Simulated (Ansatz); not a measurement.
Mulliken charges of `[SeH][SiH]1BC1` from PBE/def2-TZVPP in Ansatz (PBE0-D4/def2-TZVP geometry).

```csv
atom,x (Å),y (Å),z (Å),charge (e)
Se1,-1.458,0.108,2.171,-0.126
Si2,-0.664,0.353,0.061,0.076
B3,1.037,1.045,-0.367,-0.014
C4,1.102,-0.364,-0.804,-0.228
H5,-2.502,-0.837,1.755,0.062
H6,-1.648,-0.228,-0.878,-0.029
H7,1.853,1.733,0.154,0.025
H8,0.397,-0.859,-1.477,0.135
H9,1.971,-0.997,-0.631,0.100
```

Task: By hand: the dipole of these point charges (1 e Å = 4.8032 D).

Result: Σ q r = (0.057, -0.136, -0.205) e Å, of length 0.253 e Å = 1.22 D.

Task: How does the dipole of the full density compare? (Estimate.)

Result: The calculation gave: (-0.192, -0.270, -0.081) e Å, 1.64 D; the point charges give 0.74 times that, at 61° from its direction.

Point charges leave out the atoms' own dipoles, such as those of lone pairs, and Mulliken's split depends on the basis, so the two needn't agree.
